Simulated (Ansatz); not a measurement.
Consider the atomization: `CN[SiH]([SiH3])Cl` → C• + Cl• + 8 H• + N• + 2 Si•.

Calculated with Ansatz (gas phase, PBE0-D4/def2-TZVP geometries, no zero-point term in ΔE). CCSD(T)/CBS adds triple-zeta CCSD(T) − MP2 to the extrapolated MP2 energy (def2 sets, frozen cores). This one scheme is used for every species, atoms too. DFT in def2-TZVPP. HSE06 is defined as in plane-wave codes. No spin–orbit coupling; open shells (•) take unrestricted orbitals. Spin–orbit coupling would lower the free atoms: a little for C, Cl, Si. One conformer a species, not always the lowest.

```
        level  ΔE (kJ/mol)
       PBE-D4       4352.4
       B97M-V       4344.6
     HSE06-D4       4314.0
     BHLYP-D4       4248.5
      ωB97X-V       4359.3
       revPBE       4181.4
    CAM-B3LYP       4313.5
MP2/CBS(def2)       4349.5
```

Q: What does CCSD(T)/CBS give? (Best estimate.)

A: The calculation gave: +4330.4 kJ/mol. The listed levels differ from it by 22.0, 14.2, -16.4, -81.9, 28.9, -149.0, -16.9, 19.1 kJ/mol.

Largest T1 diagnostic among the species: 0.012.

From r2SCAN to r2SCAN0 (25 % exact exchange), in def2-TZVPP and without D4, ΔE moves by −43.7 kJ/mol: exact exchange takes away binding that semilocal exchange gives to molecules. The D4 term adds +52.8 kJ/mol with B3LYP and +28.2 kJ/mol with PBE0; it sums over pairs of atoms, weighted by their polarisabilities, and B3LYP, whose exchange is more repulsive, gets the larger term.

B3LYP here is the variant with VWN-RPA as its local correlation; programs differ in this.

For atomizations the MP2-based limit and the directly extrapolated one differ by several kJ/mol either way, and by 10 to 25 for some Ge, Se and Sn compounds, so smaller differences from it don't rank the levels.
